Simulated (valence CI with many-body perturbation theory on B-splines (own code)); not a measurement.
Zr²⁷⁺: calculated level list

Computed by configuration interaction combined with many-body perturbation theory (CI+MBPT): three valence electrons over a frozen Dirac-Fock core [Ne], a basis of 11 s, 11 p, 10 d, 8 f, 5 g, 2 h functions for each j, with the one-electron correlation potential Σ1, the two-electron term Σ2, the three-electron term Σ3, Breit, model QED; selected CI, second order for the rest, scaled by the run's own slope (own B-spline code, finite nucleus).

The last digits are not significant, and no measured levels were compared; by estimate large intervals hold to a few tenths of a per cent, small ones and those within an open d or f shell to about a per cent.

Levels 136 to 153 of 153, with energies above the lowest level, 3s²3p ²P°_1/2. "Leading %" is the weight of the configuration and term that name the level; weights of strongly mixed levels are sums over their largest components and can fall short. In the jj column 3d3/2^4 stands for four electrons in 3d with j = 3/2.

```tsv
No.	Configuration	Term	J	E (eV)	Leading %	Second component	Leading jj	g
136	3d³	²H	9/2	498.62	60	26 % 3d³ ²G	3d3/2^2 3d5/2 (61 %)	1.015
137	3d³	²G	7/2	498.79	93	5 % 3d³ ⁴F	3d3/2 3d5/2^2 (58 %)	0.907
138	3d³	⁴P	5/2	500.78	95	4 % 3d³ ²D	3d3/2 3d5/2^2 (64 %)	1.578
139	3d³	²H	11/2	502.01	100		3d3/2 3d5/2^2 (100 %)	1.088
140	3d³	²D	3/2	502.78	55	27 % 3d³ ⁴P	3d3/2 3d5/2^2 (85 %)	1.108
141	3d³	²G	9/2	503.63	58	37 % 3d³ ²H	3d5/2^3 (70 %)	1.045
142	3d³	²P	1/2	504.17	85	13 % 3d³ ⁴P	3d3/2 3d5/2^2 (85 %)	0.930
143	3d³	²D	5/2	505.69	93		3d3/2 3d5/2^2 (63 %)	1.204
144	3d³	²P	3/2	508.32	62	29 % 3d³ ²D	3d5/2^3 (86 %)	1.191
145	3d³	²F	7/2	509.63	97		3d3/2 3d5/2^2 (81 %)	1.136
146	3d³	²F	5/2	509.97	94	5 % 3d³ ²D	3d3/2 3d5/2^2 (49 %)	0.875
147	3d³	²D	5/2	521.79	93	5 % 3d³ ²F	3d5/2^3 (52 %)	1.186
148	3d³	²D	3/2	521.93	98		3d3/2 3d5/2^2 (86 %)	0.798
149	3s²4s	²S	1/2	626.39	97		3s^2 4s (97 %)	2.000
150	3s²4p	²P°	1/2	655.90	96		3s^2 4p1/2 (96 %)	0.665
151	3s²4p	²P°	3/2	663.46	95		3s^2 4p3/2 (95 %)	1.334
152	3s3p4s	⁴P°	1/2	683.44	92	5 % 3s3p4s ²P°	3s 3p1/2 4s (97 %)	2.533
153	3s3p4s	⁴P°	3/2	687.39	82	15 % 3s3p4s ²P°	3s 3p1/2 4s (85 %)	1.664
```

Names give the largest LS component (configuration and term), which can be under half, so a name can repeat, a term be missing and a line seem to break the LS rules; names also repeat where a configuration has a term twice.
